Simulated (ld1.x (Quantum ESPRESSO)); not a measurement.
## Br (Z = 35): variants of one TM semilocal potential

Base potential:

ld1.x (Quantum ESPRESSO) 7.5 input, shortened:

```
&input
   title='Br', zed=35., rel=1, dft='PZ', iswitch=3,
   config='[Ar] 3d10 4s2 4p4'
 /
 &inputp
   pseudotype=1, tm=.true., lloc=1,
   nlcc=.true., rcore=0.75
 /
3
4S  1  0   2.00   0.00  1.50  1.50  0.0
3D  3  2  10.00   0.00  0.90  0.90  0.0
4P  2  1   4.00   0.00  1.60  1.60  0.0
 &test
   configts(1)='3d10 4s2 4p4'
 /
```

All-electron outer shells of the reference configuration (LDA (PZ), scalar-relativistic, ld1.x):

```csv
shell,level (eV),outermost node (bohr),outermost maximum (bohr)
3p,-184.43,0.21,0.48
3d,-78.20,–,0.43
4s,-30.59,0.67,1.39
4p,-17.64,0.70,1.62
```

Cutoffs, loose and tight: the cutoffs (Ry, on a coarse ladder) from which the occupation-weighted sum of valence levels, in a spherical-Bessel basis at the reference potential, stays within 10 and 1 mRy of its value at 400 Ry. They do not see the model core or the augmentation charge, which bear on the density cutoff. Test errors are all-electron minus pseudo excitation energies from the reference, over the configurations 3d10 4s2 4p5; 3d10 4s2 4p3; 3d10 4s2 4p2; 3d9 4s2 4p6; 3d9 4s2 4p5; 3d10 4s1 4p6; 3d10 4s2 4p4.5 (two spin-polarised tests are not counted in the largest error). A dash means not determined; rows that change the core or the reference have their own tests. The largest error is taken over the tests solved by every variant that gives reliable tests at all: 3d10 4s2 4p2; 3d10 4s2 4p3; 3d10 4s2 4p5.

A true bound ghost makes a file unfit for plane-wave use even where its test errors are small: the radial tests pick states by their node count and pass the ghost by.

Cutoffs are not given where the Bessel-basis levels miss the radial ones by over 6 mRy, ghosts where they miss by over 20 mRy; a channel whose overlap is not positive is not tested.

In the semilocal form every listed channel keeps its own potential, so the choice of the local channel does not act on these tests. It acts once the file is put into the separable form.

A semilocal file is local in each channel, so a ghost entry of none says nothing of the separable form that plane-wave codes build from it.

On the changes marked as counting shells twice: ld1.x takes every shell without a wave as core, so the model core holds the marked electrons as well and exchange and correlation see them twice. This cancels in the reference configuration, but the file is broken for other ones, and its errors say nothing about a proper core correction.

| change | outcome | cutoff, loose | cutoff, tight | bound ghosts | largest test error (meV) |
| --- | --- | --- | --- | --- | --- |
| base | generated | – | – | none | +11 |
| type ultrasoft, which also changes the form from semilocal to separable; waves now 4s (bound): rcut 1.30, rcutus 1.50 bohr; 4s channel at 1.05 Ry: rcut 1.30, rcutus 1.50 bohr; 4p (bound): rcut 1.40, rcutus 1.60 bohr; 4p channel at 0.55 Ry: rcut 1.40, rcutus 1.60 bohr; 3d (bound): rcut 0.80, rcutus 0.90 bohr; 3d channel at -3.75 Ry: rcut 0.80, rcutus 0.90 bohr; local potential all-electron potential smoothed inside 0.90 bohr (lloc = -1); augmentation built from norm-conserving waves at rcut, not smoothed further | generated | 200 Ry | over 300 Ry | s | -2.9 |
| reference 3d10 4s2 4p5 | generated | – | – | none | -717 |
| wave 4s (bound): rc 1.50 bohr becomes 4s (bound): rc 1.18 bohr | generated | – | – | none | +13 |
| all radii but the core radius scaled by about 0.77 (s 1.16, p 1.24, d 0.70 bohr) | generated | – | – | not determined | +20 |
| core correction a·sin(br)/r model core inside 0.64 bohr | generated | – | – | none | +11 |
| local potential the d channel | generated | – | – | none | +11 |
| wave 4p (bound): rc 1.60 bohr becomes 4p (bound): rc 1.20 bohr | generated | – | – | none | +18 |
| core [Ne], valence charge 25; reference 3s2 3p6 3d10 4s2 4p4; waves now 3s (bound): rc 0.55 bohr; 3p (bound): rc 0.85 bohr; 3d (bound): rc 0.70 bohr; local potential the d channel; core correction Bessel-smoothed model core inside 0.30 bohr (4p, 4s counted twice) | generated, misses its reference levels by 0.25 eV | – | – | none | -2347 |
